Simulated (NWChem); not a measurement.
System: C3H5FO; SMILES FC1COC1

NWChem input:

```
start job
memory heap 200 mb stack 900 mb global 1100 mb
geometry units angstroms noautosym nocenter noautoz
  F      0.272365     1.711255     0.000000
  C     -0.444208     0.551929     0.000000
  C     -0.011224    -0.494294     1.025172
  O      0.210285    -1.459270     0.000000
  C     -0.011224    -0.494294    -1.025172
  H     -1.516458     0.804384     0.000000
  H     -0.762646    -0.822901     1.762925
  H      0.915090    -0.199771     1.551765
  H      0.915090    -0.199771    -1.551765
  H     -0.762646    -0.822901    -1.762925
end
basis spherical
  * library 6-31g*
end
dft
  xc pbe0
  iterations 150
end
cosmo
  do_cosmo_smd true
  solvent chcl3
end
task dft energy
```

Parts of the log:

```
             Northwest Computational Chemistry Package (NWChem) 7.3.0
             --------------------------------------------------------

                             Geometry "geometry" -> ""
                             -------------------------

 Output coordinates in angstroms (scale by  1.889725989 to convert to a.u.)

  No.       Tag          Charge          X              Y              Z
 ---- ---------------- ---------- -------------- -------------- --------------
    1 F                    9.0000     0.27236500     1.71125500     0.00000000
    2 C                    6.0000    -0.44420800     0.55192900     0.00000000
    3 C                    6.0000    -0.01122400    -0.49429400     1.02517200
    4 O                    8.0000     0.21028500    -1.45927000     0.00000000
    5 C                    6.0000    -0.01122400    -0.49429400    -1.02517200
    6 H                    1.0000    -1.51645800     0.80438400     0.00000000
    7 H                    1.0000    -0.76264600    -0.82290100     1.76292500
    8 H                    1.0000     0.91509000    -0.19977100     1.55176500
    9 H                    1.0000     0.91509000    -0.19977100    -1.55176500
   10 H                    1.0000    -0.76264600    -0.82290100    -1.76292500

 Effective nuclear repulsion energy (a.u.)     186.1199772317

                                 NWChem DFT Module
                                 -----------------

 Summary of "ao basis" -> "ao basis" (spherical)
 ------------------------------------------------------------------------------
       Tag                 Description            Shells   Functions and Types
 ---------------- ------------------------------  ------  ---------------------
 F                           6-31g*                  6       14   3s2p1d
 C                           6-31g*                  6       14   3s2p1d
 O                           6-31g*                  6       14   3s2p1d
 H                           6-31g*                  2        2   2s

 in cosmo_initialize ...
 calling solv_data for solv:chcl3

 solvent parameters
 solvname_short: chcl3
 solvname_long:  chloroform
 dielec:        4.7113
 dielecinf:     2.0906
 nonaqueous SMD model solvent descriptors
 dielec:        4.7113
 sola:          0.1500
 solb:          0.0200
 solc:          0.0000
 solg:         38.3900
 solh:          0.7500
 soln:          1.4459

[...]

                                COSMO-SMD solvation results
                                ---------------------------

             internal energy in gas <Psi(g)|H|Psi(g)> =      -292.019765764588
         internal energy in solvent <Psi(s)|H|Psi(s)> =      -292.019242405550
                               delta internal energy  =         0.000523359038 (    0.33 kcal/mol)
   total free energy in solvent <Psi(s)|H+V/2|Psi(s)> =      -292.025368593113
 polarization energy contribution <Psi(s)|V/2|Psi(s)> =        -0.006126187562 (   -3.84 kcal/mol)
    total free energy in solvent including G(SMD-CDS) =      -292.026248594028
                       G(SMD-CDS) energy contribution =        -0.000880000916 (   -0.55 kcal/mol)
     1 M fixed-concentration free energy of solvation =        -0.006482829441 (   -4.07 kcal/mol)

                       DFT Final Molecular Orbital Analysis
                       ------------------------------------

 Vector   18  Occ=2.000000D+00  E=-3.221081D-01
              MO Center= -9.3D-02,  2.5D-01,  5.0D-08, r^2= 2.5D+00
   Bfn.  Coefficient  Atom+Function         Bfn.  Coefficient  Atom+Function
  ----- ------------  ---------------      ----- ------------  ---------------
     5      0.351762   1 F  pz               19     -0.344347   2 C  pz
     9      0.268592   1 F  pz               33      0.249831   3 C  pz
    61      0.249831   5 C  pz               32     -0.170863   3 C  py
    60      0.170863   5 C  py               34     -0.160121   3 C  s
    62      0.160121   5 C  s                37      0.154953   3 C  pz

 Vector   19  Occ=2.000000D+00  E=-3.190854D-01
              MO Center= -8.3D-02, -2.4D-01, -4.6D-08, r^2= 2.7D+00
   Bfn.  Coefficient  Atom+Function         Bfn.  Coefficient  Atom+Function
  ----- ------------  ---------------      ----- ------------  ---------------
    46      0.414507   4 O  py               50      0.302014   4 O  py
     3      0.229572   1 F  px                4     -0.219022   1 F  py
    17     -0.213297   2 C  px               32     -0.212370   3 C  py
    60     -0.212370   5 C  py               18      0.199779   2 C  py
    72      0.181045   6 H  s                 7      0.169247   1 F  px

 Vector   20  Occ=2.000000D+00  E=-2.645493D-01
              MO Center=  1.7D-01, -1.0D+00, -4.9D-09, r^2= 2.0D+00
   Bfn.  Coefficient  Atom+Function         Bfn.  Coefficient  Atom+Function
  ----- ------------  ---------------      ----- ------------  ---------------
    45      0.551420   4 O  px               49      0.428453   4 O  px
    76     -0.195678   8 H  s                78     -0.195678   9 H  s
    31     -0.157712   3 C  px               59     -0.157712   5 C  px
    74      0.153685   7 H  s                80      0.153685  10 H  s
    75     -0.141156   8 H  s                77     -0.141156   9 H  s

 Vector   21  Occ=0.000000D+00  E= 8.938511D-02
              MO Center= -8.2D-02, -2.8D-01,  1.3D-09, r^2= 3.2D+00
   Bfn.  Coefficient  Atom+Function         Bfn.  Coefficient  Atom+Function
  ----- ------------  ---------------      ----- ------------  ---------------
    48     -0.839687   4 O  s                20      0.798150   2 C  s
    36     -0.680424   3 C  py               64     -0.680424   5 C  py
    22     -0.631702   2 C  py               50     -0.328034   4 O  py
    76      0.312263   8 H  s                78      0.312263   9 H  s
     6      0.262216   1 F  s                34     -0.260999   3 C  s

[...]
```

Level: PBE0/6-31G* (spherical d), SMD on the gas-phase geometry. Structure relaxed at the PBE0/def2-SVP level. Solvent: chloroform.
